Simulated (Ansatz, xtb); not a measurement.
**Relative energy of two structures of BGaH7NO**

Structure a is a singlet given by its coordinates and structure b is `B[O][GaH2-][NH3+]`, a singlet. Both are isolated molecules in the gas phase, relaxed with B3LYP/6-31G*; the shapes shown needn't be the lowest conformers.

a (Å):

```xyz
11

B    -0.4798    0.8484   -1.3782
Ga    0.3850   -0.5047    1.5258
N     0.2983    1.9623   -1.0908
O    -0.5396   -0.1958   -0.4391
H     0.8242    2.0505   -0.2290
H     0.3815    2.7428   -1.7239
H    -1.1019    0.7395   -2.3921
H    -1.1017   -0.9328   -0.7136
H     1.1729    0.8749    1.5907
H     1.1947   -1.8136    1.1511
H    -0.9621   -0.6384    2.3485
```

Close contacts (Å): B1–N3 1.39, B1–O4 1.41, Ga2–O4 2.19, B1–H7 1.19, Ga2–H9 1.59, Ga2–H10 1.58, Ga2–H11 1.58, N3–H5 1.01, N3–H6 1.01, O4–H8 0.97.

b (Å):

```xyz
11

B    -1.7931   -0.6661   -0.5935
Ga    0.1159    0.6711   -2.3137
N     0.9891   -0.8054   -3.6004
O    -0.8903   -0.7406   -1.5764
H    -2.3506   -1.6768   -0.2370
H    -2.0645    0.3852   -0.0542
H    -0.7031    1.5813   -3.3084
H     1.3260    1.1271   -1.4100
H     1.9898   -0.9462   -3.4732
H     0.4942   -1.6383   -3.2743
H     0.7982   -0.6763   -4.5926
```

Quicker runs give these differences E(b) − E(a): GFN2-xTB −1.55 kJ/mol; HF/STO-3G +20.19 kJ/mol (at GFN2-xTB geometries); r2SCAN-D4/def2-SVP +29.07 kJ/mol (at GFN2-xTB geometries).

Problem. Which of the two would you expect CCSD(T)/def2-SVP + ΔMP2/def2-TZVPP electronic energies to favour?

Solution. Too close to call at this level: CCSD(T)/def2-SVP + ΔMP2/def2-TZVPP gives E(b) − E(a) = +0.09 kJ/mol.

How the difference moves with the method:

```csv
level,geometry,E(b) − E(a) (kJ/mol),departure from the last row (kJ/mol),"job, with rough time for the two"
GFN2-xTB,GFN2-xTB,−1.55,−1.64,"optimisation, 0.47 s"
HF/STO-3G,GFN2-xTB,+20.19,+20.10,"single point, 0.62 s"
r2SCAN-D4/def2-SVP,GFN2-xTB,+29.07,+28.98,"single point, 3.2 s"
B3LYP/6-31G*,B3LYP/6-31G*,−7.31,−7.40,"optimisation, 4.3 min"
HF/def2-SVP,B3LYP/6-31G*,+8.35,+8.27,part of the CCSD(T) run
MP2/def2-SVP,B3LYP/6-31G*,−2.74,−2.83,part of the CCSD(T) run
CCSD(T)/def2-SVP,B3LYP/6-31G*,+0.37,+0.28,single point
CCSD(T)/def2-SVP + ΔMP2/def2-TZVPP,B3LYP/6-31G*,+0.09,,"single point, 39 s"
```

The largest departure from CCSD(T)/def2-SVP + ΔMP2/def2-TZVPP is that of r2SCAN-D4/def2-SVP, 28.98 kJ/mol. The last row adds to CCSD(T) the change of the MP2 difference between the two basis sets, here −0.28 kJ/mol.

With harmonic frequencies from B3LYP/6-31G* (ideal gas, rigid rotor, one conformer each, 298.15 K, 1 atm): on the last row, ΔE + ΔZPE = +4.54 kJ/mol. A mode under 50 cm⁻¹ makes harmonic enthalpies and free energies unreliable, so none is given.

The correlated steps freeze 12 core orbitals; the filled d shell of Ga is correlated, in a basis made for valence electrons. Programs: Ansatz 0.2.0, xtb 6.7.1; the last row on 2 threads of Intel(R) Xeon(R) Processor @ 2.70GHz on a shared host.
